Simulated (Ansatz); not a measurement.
The cluster Pd₄H₃. The state is a doublet with charge 0. Geometry B3LYP-D4/def2-SVP.

Cartesian coordinates in Å:
```
Pd -0.811 0.959 -1.040
Pd -1.237 -0.632 1.176
Pd 1.338 0.277 0.888
Pd 0.300 -1.549 -0.911
H 1.700 -0.952 -0.279
H 0.542 1.246 -0.164
H -1.833 0.650 0.328
```

In the def2 sets Pd takes a core potential, while STO-3G treats all electrons; there is no spin–orbit coupling. At HF/STO-3G the charge 0 doublet is spin-contaminated (final ⟨S²⟩ up to 5.97, 0.75 for a pure state). The structure comes from a short search, and lower isomers may exist.

Problem. Estimate the α-spin orbital energies around the gap (eV) in Ansatz with HF/STO-3G, LDA (SPW92)/def2-TZVP, PBE-D4/def2-TZVP, PBE0-D4/def2-SVP, PBE0-D4/def2-TZVP.

Solution. 
```
orbital  HF/STO-3G  LDA (SPW92)/def2-TZVP  PBE-D4/def2-TZVP  PBE0-D4/def2-SVP  PBE0-D4/def2-TZVP
 HOMO−9     -11.03                  -5.91             -5.60             -6.70              -6.68
 HOMO−8     -10.79                  -5.82             -5.51             -6.69              -6.67
 HOMO−7     -10.60                  -5.58             -5.28             -6.57              -6.55
 HOMO−6     -10.44                  -5.53             -5.23             -6.57              -6.55
 HOMO−5     -10.18                  -5.52             -5.22             -6.40              -6.38
 HOMO−4     -10.12                  -5.37             -5.08             -6.32              -6.30
 HOMO−3      -9.65                  -5.36             -5.07             -6.22              -6.20
 HOMO−2      -9.39                  -5.12             -4.82             -5.98              -5.96
 HOMO−1      -8.39                  -4.92             -4.62             -5.78              -5.76
   HOMO      -4.93                  -4.38             -4.11             -4.80              -4.79
   LUMO       2.32                  -3.83             -3.51             -2.65              -2.65
 LUMO+1       3.59                  -3.52             -3.18             -2.23              -2.23
 LUMO+2       4.66                  -2.30             -2.05             -1.27              -1.26
 LUMO+3       5.16                  -1.77             -1.55             -0.72              -0.72
 LUMO+4       5.41                  -1.36             -1.13             -0.23              -0.24
 LUMO+5       5.80                  -0.95             -0.76              0.00               0.01
 β HOMO      -3.42                  -4.80             -4.49             -5.52              -5.50
 β LUMO       3.12                  -4.12             -3.76             -2.83              -2.82
```
